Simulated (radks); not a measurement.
Excited configurations of Al III: one electron is placed in a higher orbital outside [Ne]. The ground configuration is [Ne] 3s1. Calculated with a radial shooting solver on a logarithmic mesh with Libxc functionals: non-relativistic Kohn-Sham, BLYP, spin-polarised, spherical densities, point nucleus; open shells are filled with parallel spins first. Excitation = E - E(ground); binding = E(ion) - E, where the ion is the core of charge +3; n* = 3/sqrt(2 binding) in atomic units, and the quantum defect is n - n*.

outer orbital,excitation (eV),binding (eV),quantum defect,eigenvalue (eV)
4s,15.475,13.535,0.992,-11.558
4p,17.633,11.378,0.719,-9.602
5f,23.826,5.184,0.140,-4.322
6p,24.341,4.669,0.879,-4.020
6f,25.296,3.714,0.258,-3.145
7s,25.324,3.687,1.237,-3.200
7d,26.066,2.944,0.551,-2.535

The Delta-SCF ionisation energy is 29.010 eV (NIST Atomic Spectra Database: 28.448 eV, measured). Self-interaction in the functional shifts the binding energies and quantum defects, so they are the method's values and not measured ones.
